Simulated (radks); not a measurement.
The numbers below are computed, except where a source is named.
Task: Species: Pr3+. Configuration: [Xe] 4f2 (the NIST ground configuration). Code: a radial shooting solver on a logarithmic mesh with Libxc functionals. Model: Dirac Kohn-Sham, Slater X-alpha with alpha = 0.842, spin-unpolarised, spherical densities, finite nucleus; open shells fill j = l - 1/2 first; Fermi nuclear charge, rms radius 4.8919 fm. Some entries of the table are withheld. Estimate them.

| orbital | occ. | eigenvalue (eV) | <r> (bohr) | r(max) (bohr) |
|---|---|---|---|---|
| 1s1/2 | 2 | -41908.06 | 0.02408 | 0.01541 |
| 2s1/2 | 2 | -6788.822 | 0.1024 | 0.08731 |
| 2p1/2 | 2 | -6427.816 | 0.08585 | 0.06636 |
| 2p3/2 | 4 | -5942.338 | 0.09216 | 0.07171 |
| 3s1/2 | 2 | -1496.400 | (1) | 0.2488 |
| 3p1/2 | 2 | -1341.255 | 0.2608 | 0.2353 |
| 3p3/2 | 4 | -1244.702 | 0.2730 | 0.2469 |
| 3d3/2 | 4 | -971.8964 | (2) | 0.1976 |
| 3d5/2 | 6 | -950.9667 | (3) | 0.2009 |
| 4s1/2 | 2 | -324.5989 | 0.6185 | 0.5765 |
| 4p1/2 | 2 | -266.0333 | 0.6348 | 0.5840 |
| 4p3/2 | 4 | -244.9420 | 0.6623 | 0.6086 |
| 4d3/2 | 4 | (4) | 0.7105 | 0.6249 |
| 4d5/2 | 6 | (5) | 0.7201 | 0.6329 |
| 5s1/2 | 2 | -67.8227 | 1.450 | 1.321 |
| 5p1/2 | 2 | -51.1950 | 1.601 | (6) |
| 5p3/2 | 4 | -47.8858 | 1.673 | (7) |
| 4f5/2 | 2 | -33.6722 | 0.9639 | (8) |
| 4f7/2 | 0 | -33.2337 | 0.9722 | (9) |

Result: 
(1) 3s1/2 <r> (bohr): 0.2713
(2) 3d3/2 <r> (bohr): 0.2440
(3) 3d5/2 <r> (bohr): 0.2478
(4) 4d3/2 eigenvalue (eV): -148.0301
(5) 4d5/2 eigenvalue (eV): -144.2712
(6) 5p1/2 r(max) (bohr): 1.433
(7) 5p3/2 r(max) (bohr): 1.498
(8) 4f5/2 r(max) (bohr): 0.6607
(9) 4f7/2 r(max) (bohr): 0.6651
